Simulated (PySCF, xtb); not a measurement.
Be(Cl)(SH) (BeClHS), SMILES [Cl][Be][SH].

GFN2-xTB run with xtb at its own geometry gives an orbital gap of 4.70 eV and a dipole moment of 1.59 D.

Coordinates come from a r2SCAN-D4/def2-TZVP optimisation. Other conformers were not sampled.

Question: What does PySCF with PBE0/def2-TZVPD give? (Estimate from the structure and the level; the computed values follow.)

Answer: gap 7.19 eV (levels -7.95 and -0.75 eV), dipole 0.80 D.
